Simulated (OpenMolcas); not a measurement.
Mo.

```
Program             : OpenMolcas
Basis               : ANO-RCC-VTZP [7s6p4d2f1g]
Scalar Hamiltonian  : DKH2, point nucleus
Active space        : 6 electrons in 6 orbitals (4d 5s)
State averaging     : 2S+1 = 7 even, 1 root; 2S+1 = 5 even, 23 roots kept (CI in the orbitals of an earlier block); 2S+1 = 3 even, 30 roots kept (CI in the orbitals of an earlier block); 2S+1 = 1 even, 1 root kept (CI in the orbitals of an earlier block, 0 in the spin-orbit step)
Spin-orbit coupling : state interaction with AMFI integrals over the reference wave functions, term energies averaged over their components
```

Two sets of levels on these reference wave functions, in cm⁻¹ above 4d⁵ 5s ⁷S₃: one from CASSCF and one from MS-CASPT2, IPEA 0.25 Eh, imaginary shift 0.1 Eh (closed shells correlated: 4s 4p).

| Level | Set 1 | Set 2 |
| --- | --- | --- |
| 4d⁵ 5s ⁷S₃ | 0.0 | 0.0 |
| 4d⁵ 5s ⁵S₂ | 10970 | 16740 |
| 4d⁴ 5s² ⁵D₀ | 9840 | 20780 |
| 4d⁴ 5s² ⁵D₁ | 9970 | 20860 |
| 4d⁴ 5s² ⁵D₂ | 10240 | 21020 |
| 4d⁴ 5s² ⁵D₃ | 10630 | 21260 |
| 4d⁴ 5s² ⁵D₄ | 11150 | 21620 |
| 4d⁵ 5s ⁵G₄ | 18770 | 22760 |
| 4d⁵ 5s ⁵G₅ | 18770 | 22760 |
| 4d⁵ 5s ⁵G₃ | 18770 | 22760 |
| 4d⁵ 5s ⁵G₆ | 18770 | 22760 |
| 4d⁵ 5s ⁵G₂ | 18770 | 22760 |
| 4d⁵ 5s ⁵P₃ | 20470 | 25920 |
| 4d⁵ 5s ⁵P₂ | 20520 | 25940 |
| 4d⁵ 5s ⁵P₁ | 20680 | 25960 |

Problem. Which set is which?

Solution. Set 1 is MS-CASPT2. Its levels of the other terms of 4d⁵ 5s lie at 0.66 to 0.82 of the other set's values, as expected, since terms of lower spin or lower L gain more correlation energy than the Hund ground term. Against 3 measured levels (NIST Handbook of Basic Atomic Spectroscopic Data) the mean absolute deviation is 1200 cm-1 with it and 7300 cm-1 without; single levels miss by up to 2100 cm-1 with it.

Term energies are means over components that CASPT2 splits; among the terms shown or strongly mixed into the levels shown the widest spread is 840 cm-1 (4d⁵ 5s ⁵G, MS-CASPT2). Some high roots are left out of the spin-orbit mixing, which shifts the levels that they would mix with. Terms from blocks run as CI alone lack orbitals of their own. Configurations are named by rounded mean occupations; where the s occupation lies near a half they are strongly mixed, a name can repeat and a true partner stay unpaired. A single d shell beside an s shell can misplace configurations of different d count against each other. Without dynamic correlation excited terms often stand tens of per cent too high (terms of higher spin than the ground term too low), and those without a measured partner can miss by more than the paired ones (holds for CASSCF). Measured partners are found by configuration, term and J. A level has none where our copy of the source lacks it or the pairing is in doubt (some pairs that miss far off the trend of their configuration count as doubtful), and it then counts in no deviation. Only configurations of the active space appear. Levels that lie high or do not pair safely by name in every column are left out.
